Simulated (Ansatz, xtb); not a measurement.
# Ranking isomers of C4H10AlNS

3 gas-phase structures of C4H10AlNS, from a drawn sample of its isomers (lower ones may exist). Each was relaxed with GFN2-xTB; where two conformers were screened, the lower at r2SCAN-D4/def2-SVP is listed:

A. `CC[S@+]([AlH3-])CC#N`, a singlet
B. a singlet given by its coordinates
C. a singlet given by its coordinates

C (Å):

| atom | x (Å) | y (Å) | z (Å) |
| --- | --- | --- | --- |
| C | -0.6064 | 0.6208 | -4.8126 |
| C | -0.4167 | 0.6048 | -3.4044 |
| C | 0.9384 | 0.1483 | 0.7563 |
| C | 1.3891 | -3.3095 | -0.5470 |
| Al | -0.1931 | -0.6360 | -0.6839 |
| N | -0.2442 | 0.5900 | -2.2686 |
| S | 0.6637 | -2.3209 | -1.9032 |
| H | -1.6281 | 0.9193 | -5.0463 |
| H | -0.4247 | -0.3854 | -5.1921 |
| H | 0.0941 | 1.3164 | -5.2744 |
| H | -1.7307 | -0.7662 | -0.5527 |
| H | 0.8678 | -0.4078 | 1.6990 |
| H | 2.0083 | 0.2347 | 0.5309 |
| H | 0.5918 | 1.1604 | 0.9884 |
| H | 0.7255 | -4.1403 | -0.3255 |
| H | 1.5262 | -2.6925 | 0.3389 |
| H | 2.3478 | -3.6856 | -0.8915 |

Close contacts (Å): C1–C2 1.42, C2–N6 1.15, C3–Al5 1.99, C4–S7 1.83, Al5–N6 2.00, Al5–S7 2.25, C1–H8 1.09, C1–H9 1.09, C1–H10 1.09, C3–H12 1.10, C3–H13 1.10, C3–H14 1.09, C4–H15 1.09, C4–H16 1.09, C4–H17 1.09, Al5–H11 1.55.

B (Å):

```xyz
17

C     0.1461   -2.7345    2.5512
C    -1.0148   -2.2051    2.1697
C    -2.4156   -0.5276    1.1670
C     3.1227    0.6496   -0.0644
Al    0.5664   -0.8200    0.6590
N    -1.0913   -1.0995    1.3471
S     1.7392    0.9903    1.0896
H     1.0801   -2.2536    2.2381
H     0.2275   -3.6027    3.1747
H    -1.9560   -2.6366    2.4948
H    -2.3358    0.3388    0.5120
H    -2.8371   -0.2033    2.1229
H    -3.1003   -1.2495    0.7109
H     1.0811   -1.7504   -0.4453
H     4.0413    0.6186    0.5122
H     3.1682    1.4603   -0.7840
H     2.9708   -0.2999   -0.5809
```

Close contacts (Å): C1–C2 1.33, C2–N6 1.38, C3–N6 1.45, C4–S7 1.83, Al5–N6 1.82, Al5–S7 2.20, C1–H8 1.10, C1–H9 1.07, C2–H10 1.09, C3–H11 1.09, C3–H12 1.09, C3–H13 1.09, C4–H15 1.09, C4–H16 1.08, C4–H17 1.09, Al5–H8 2.19, Al5–H14 1.53.

Task: Estimate their order in r2SCAN-D4/def2-SVP energy at these geometries, lowest first.

Result: Calculated order at r2SCAN-D4/def2-SVP: C (0.0), B (20.7), A (205.3) kJ/mol.

Energies above the lowest of each column, in kJ/mol; the last columns are at B3LYP/def2-SVP geometries and were run for some of them only (a dash: not run or not comparable):

```
structure  GFN2-xTB  HF/STO-3G  r2SCAN-D4/def2-SVP  B3LYP/def2-SVP  CCSD(T)/def2-SVP + ΔMP2/def2-TZVPP
        C      60.7        0.0                 0.0             0.0                                 0.0
        B       0.0       55.1                20.7            24.7                                32.7
        A     109.8      208.9               205.3               –                                   –
```

CCSD(T)/def2-SVP + ΔMP2/def2-TZVPP puts C lowest of those it was run on; GFN2-xTB picks B. Some further structures that were screened fall inside this span and aren't listed. Flexible structures stand in one conformer each, not always the lowest. Frequencies (GFN2-xTB) were run for B, C alone. ΔMP2 is the change of the MP2 energy from the smaller to the larger basis.

Programs: Ansatz 0.2.0, xtb 6.7.1.
